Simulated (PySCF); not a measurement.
Precursor series Hf Cl-H. All species are isolated molecules in the gas phase. In the def2 sets, heavy atoms carry core potentials. All members: neutral, multiplicity 1. Level: TPSSh-D3(BJ)/def2-TZVP // r2SCAN-D4/def2-SVP (PySCF), beside PBE-D3(BJ)/def2-TZVP // r2SCAN-D4/def2-SVP (PySCF) at the same geometries.  Orbital energies are measured against the vacuum level.

```json
[
 {"species": "[Hf(Cl)4]", "HOMO, PBE (eV)": "-8.32", "HOMO, TPSSh-D3(BJ) (eV)": "-8.99"},
 {"species": "[Hf(Cl)3(H)]", "HOMO, PBE (eV)": "-7.85", "HOMO, TPSSh-D3(BJ) (eV)": "withheld"},
 {"species": "[Hf(Cl)2(H)2]", "HOMO, PBE (eV)": "-7.42", "HOMO, TPSSh-D3(BJ) (eV)": "-8.21"},
 {"species": "[Hf(Cl)(H)3]", "HOMO, PBE (eV)": "-7.26", "HOMO, TPSSh-D3(BJ) (eV)": "-8.04"},
 {"species": "[Hf(H)4]", "HOMO, PBE (eV)": "-7.12", "HOMO, TPSSh-D3(BJ) (eV)": "-7.89"}
]
```

Question: Fit y = a + b·x, y being the HOMO at the first level, to the 4 complete rows by least squares, with x = the PBE value in eV. Give a, b and the rms residual, and predict the withheld value.

Answer: Means of the 4 rows: x̄ = -7.53, ȳ = -8.2825 eV. Σ(x − x̄)² = 0.8772 and Σ(x − x̄)(y − ȳ) = 0.7933, so b = 0.904 and a = ȳ − b·x̄ = -1.475 eV. The rms residual is 0.018 eV. At x = -7.85 the line gives -8.57 eV. The run for [Hf(Cl)3(H)] gave -8.62 eV, so the line is off by 0.05 eV, more than twice the rms residual.

Codes: PySCF.
